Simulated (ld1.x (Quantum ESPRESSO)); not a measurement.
**Logarithmic derivatives: niobium, TM semilocal**

Nb (Z = 41), norm-conserving Troullier–Martins (semilocal form), made with ld1.x (Quantum ESPRESSO) 7.5 (PW91, scalar-relativistic). Core [Kr], reference 4d2 5s0 5p0 (charge +3). Waves: 5p (bound, empty): rc 2.30 bohr; 4d (bound): rc 1.90 bohr; 5s (bound, empty): rc 2.80 bohr. Local part: the s channel. Core correction: Bessel-smoothed model core, default radius (core density twice the valence density).

The phase is arctan(r·u′/u) with u = r·R(r), unwrapped; energies in Ry, scanned from -4 to 5 Ry. A pole is an energy at which the radial function vanishes at the test radius. The pseudo phase is shifted by a multiple of π to meet the all-electron one at the reference energy, and phase errors are pseudo minus all-electron; the curves can meet again beyond the range given. Levels narrower than the energy grid can be missing from the lists of poles.

Task: For each channel, where are the poles, and over which energies does the pseudopotential scatter like the atom?

Result:

```tsv
channel	radius (bohr)	reference energy (Ry)	poles, all-electron	poles, pseudo	unbroken range about the reference energy with phases within 0.05 rad	phase error 1 Ry above the reference energy (rad)
s	3.06	-1.89	-0.52	-0.61, 3.46	below 0.4	-0.009
p	3.06	-1.47	0.46	-0.63, 1.76	below -1.1	-0.494
d	3.06	-2.25	-2.06, 2.31	-2.06, 2.32	the whole range	+0.000
```

Phases in the p channel:

| E (Ry) | all-electron | pseudo |
| --- | --- | --- |
| -4.00 | 1.355 | 1.333 |
| -3.76 | 1.337 | 1.318 |
| -3.52 | 1.317 | 1.299 |
| -3.28 | 1.294 | 1.276 |
| -3.04 | 1.265 | 1.246 |
| -2.80 | 1.228 | 1.208 |
| -2.56 | 1.177 | 1.156 |
| -2.32 | 1.101 | 1.079 |
| -2.08 | 0.980 | 0.958 |
| -1.84 | 0.760 | 0.741 |
| -1.60 | 0.315 | 0.309 |
| -1.36 | -0.393 | -0.400 |
| -1.12 | -0.923 | -0.974 |
| -0.88 | -1.188 | -1.296 |
| -0.64 | -1.329 | -1.557 |
| -0.40 | -1.416 | -2.263 |
| -0.16 | -1.475 | -4.114 |
| 0.08 | -1.519 | -4.413 |
| 0.32 | -1.554 | -4.518 |
| 0.56 | -1.583 | -4.577 |
| 0.80 | -1.609 | -4.618 |
| 1.04 | -1.634 | -4.649 |
| 1.28 | -1.659 | -4.673 |
| 1.52 | -1.684 | -4.694 |
| 1.76 | -1.712 | -4.712 |
| 2.00 | -1.745 | -4.729 |
| 2.24 | -1.786 | -4.744 |
| 2.48 | -1.839 | -4.759 |
| 2.72 | -1.917 | -4.774 |
| 2.96 | -2.042 | -4.789 |
| 3.20 | -2.273 | -4.805 |
| 3.44 | -2.761 | -4.822 |
| 3.68 | -3.518 | -4.842 |
| 3.92 | -4.027 | -4.865 |
| 4.16 | -4.269 | -4.892 |
| 4.40 | -4.396 | -4.928 |
| 4.64 | -4.474 | -4.975 |
| 4.88 | -4.526 | -5.045 |
